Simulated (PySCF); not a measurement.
**Spinor energies of Tl⁵⁰⁺ (thallium, charge +50)**

Start: [Ar] 3d10 4s2 4p1; 4p3/2 filled at m_j = +3/2. Calculated with PySCF 2.14 in an uncontracted even-tempered set (16 s from 7.4 bohr⁻², ratio 2.8; 13 p from 9.6 bohr⁻², ratio 2.8; 8 d from 17 bohr⁻², ratio 2.8; 4 f from 40 bohr⁻², ratio 3): generalised Hartree-Fock with the X2C-1e Hamiltonian and a Gaussian nucleus; one run each with spin-orbit coupling (SO) screened by Boettger's factors, then bare. This is a chosen level, not necessarily the ground level.

| spinor shell | electrons | ε, screened SO (eV) | ε, bare SO (eV) | weight of nominal j (bare SO) | rms radius, bare SO (bohr) |
| --- | --- | --- | --- | --- | --- |
| 1s1/2 | 2 | -88715.1 | -88713.0 | 1.000 | 0.0184 |
| 2s1/2 | 2 | -18147.9 | -18147.3 | 1.000 | 0.0741 |
| 2p1/2 | 2 | -17512.2 | -17559.3 | 1.000 | 0.0625 |
| 2p3/2 | 4 | -15434.7 | -15420.7 | 1.000 | 0.0709 |
| 3s1/2 | 2 | -6305.2 | -6305.1 | 1.000 | 0.187 |
| 3p1/2 | 2 | -6025.8 | -6036.6 | 1.000 | 0.178 |
| 3p3/2 | 4 | -5537.7 | -5534.5 | 1.000 | 0.193 |
| 3d3/2 | 4 | -5100.6 | -5109.8 | 1.000 | 0.168 |
| 3d5/2 | 6 | -4996.1 | -4990.4 | 1.000 | 0.172 |
| 4s1/2 | 2 | -3014.2 | -3014.2 | 1.000 | 0.389 |
| 4p3/2 | 1 | -2758.9 | -2757.8 | 1.000 | 0.393 |

```
   quantity   screened SO       bare SO
E (hartree)  -18408.45880  -18410.42201
        M_J           3/2           3/2
       ⟨J²⟩         3.751         3.751
       ⟨L²⟩         2.088         2.094
       ⟨S²⟩         0.837         0.844
```

Each row is a mean over spinors that exchange with the open shell spreads, by up to 14.713 eV (4s1/2).

Breit and QED terms are absent; they matter most for the inner s and p1/2 levels.

Densities and radii are taken from the X2C orbitals without a picture-change correction, which distorts them close to the nucleus.
